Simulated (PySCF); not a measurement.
C2H5BeI. Atoms are numbered in the order given.

```xyz
9

Be     0.3554     1.0324     0.0000
I     -0.0365    -1.1226     0.0000
C      0.6600     2.6877     0.0000
C     -0.5636     3.6284     0.0000
H      1.3087     2.9148    -0.8798
H      1.3087     2.9148     0.8798
H     -1.2066     3.4711     0.8908
H     -1.2066     3.4711    -0.8908
H     -0.2693     4.6996     0.0000
```

Geometry: PBE-D3(BJ)/def2-SVP. The def2 effective core potentials stand for the cores of I; spin–orbit coupling is left out. Other conformers were not sampled.

These are PBE0/def2-TZVPD in PySCF values and carry that method's errors.

Symmetry labels are those of the subgroup Cs that the program uses (full group Cs).

**Question.** List the valence orbital energies around the gap with their symmetry. (An estimate is asked for; the answer gives what the named calculation found.)

**Answer.** 
| orbital | symmetry | energy (eV) |
|---|---|---|
| HOMO−7 | A" | -12.14 |
| HOMO−6 | A' | -11.68 |
| HOMO−5 | A' | -10.39 |
| HOMO−4 | A' | -9.71 |
| HOMO−3 | A" | -9.64 |
| HOMO−2 | A' | -8.08 |
| HOMO−1 | A' | -7.92 |
| HOMO | A" | -7.91 |
| LUMO | A' | -0.56 |
| LUMO+1 | A" | -0.39 |
| LUMO+2 | A' | -0.31 |
| LUMO+3 | A' | 0.48 |
